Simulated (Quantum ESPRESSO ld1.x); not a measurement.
The numbers below are computed, except where a source is named.
Task: The aim is the argon ion Ar+ in [Ne] 3s2 3p5. What will ld1.x (Quantum ESPRESSO 7.5) do with this input?

```
 &input
    zed=18.0,
    iswitch=1,
    rel=2,
    lsd=1,
    dft='PBE',
    config='[Ne] 3s2 3p5',
    verbosity='high',
    prefix='ld1',
    max_out_wfc=37,
    file_charge='ld1.rho',
 /
```

Result: Refused. The program stops in ld1_readin with "local spin density and spin-orbit not allowed": spin polarisation goes with rel = 0 or 1 alone.

Output (excerpt):

```
     Program LD1 v.7.5 starts

 %%%%%%%%%%%%%%%%%%%%%%%%%%%%%%%%%%%%%%%%%%%%%%%%%%%%%%%%%%%%%%%%%%%%%%%%%%%%%%
     Error in routine ld1_readin (1):
     local spin density and spin-orbit not allowed
 %%%%%%%%%%%%%%%%%%%%%%%%%%%%%%%%%%%%%%%%%%%%%%%%%%%%%%%%%%%%%%%%%%%%%%%%%%%%%%

     stopping ...
```

Run on one thread of a shared host, so times are rough (Intel(R) Xeon(R) Processor @ 2.60GHz): 0.52 s of CPU time, 0.54 s wall.
